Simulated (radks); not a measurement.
Results of a calculation; reference values are marked as such.
Q: Tb III, configuration [Xe] 4f9 (the NIST ground configuration). Code: a radial shooting solver on a logarithmic mesh with Libxc functionals. Model: scalar-relativistic Kohn-Sham, exchange-only LDA, spin-polarised, spherical densities, finite nucleus; open shells are filled with parallel spins first (spin-orbit coupling, left out, can overturn this in heavy ions); Fermi nuclear charge, rms radius 5.06 fm. Some entries of the table are withheld. Estimate them.

| orbital | occ. | eigenvalue (hartree) | <1/r> (bohr^-1) | <r> (bohr) |
|---|---|---|---|---|
| 1s down | 1 | -1904.130 | 73.03 | 0.02152 |
| 1s up | 1 | -1904.130 | 73.03 | 0.02152 |
| 2s up | 1 | -316.0419 | 16.96 | 0.09157 |
| 2s down | 1 | -316.0392 | 16.96 | 0.09157 |
| 2p up | 3 | -281.0370 | 15.80 | 0.08091 |
| 2p down | 3 | -281.0350 | 15.80 | 0.08091 |
| 3s up | 1 | -70.43936 | 6.227 | 0.2397 |
| 3s down | 1 | -70.36503 | 6.231 | 0.2396 |
| 3p up | 3 | -59.64017 | 5.848 | 0.2384 |
| 3p down | 3 | -59.56639 | 5.853 | 0.2382 |
| 3d up | 5 | -45.51836 | 5.551 | 0.2167 |
| 3d down | 5 | -45.46088 | 5.555 | 0.2165 |
| 4s up | 1 | -14.34876 | 2.629 | 0.5419 |
| 4s down | 1 | -14.18272 | 2.628 | 0.5419 |
| 4p up | 3 | -10.79109 | 2.413 | 0.5742 |
| 4p down | 3 | -10.62631 | 2.412 | 0.5743 |
| 4d up | 5 | -5.90447 | 2.124 | 0.6243 |
| 4d down | 5 | -5.74219 | 2.122 | 0.6250 |
| 5s up | 1 | (1) | 1.006 | 1.319 |
| 5s down | 1 | (2) | 0.9912 | 1.336 |
| 5p up | 3 | (3) | 0.8408 | 1.554 |
| 5p down | 3 | (4) | 0.8229 | 1.584 |
| 4f up | 7 | -0.62623 | 1.524 | 0.8801 |
| 4f down | 2 | -0.48574 | 1.477 | 0.9367 |

A: 
(1) 5s up eigenvalue (hartree): -2.24646
(2) 5s down eigenvalue (hartree): -2.15677
(3) 5p up eigenvalue (hartree): -1.40352
(4) 5p down eigenvalue (hartree): -1.33629
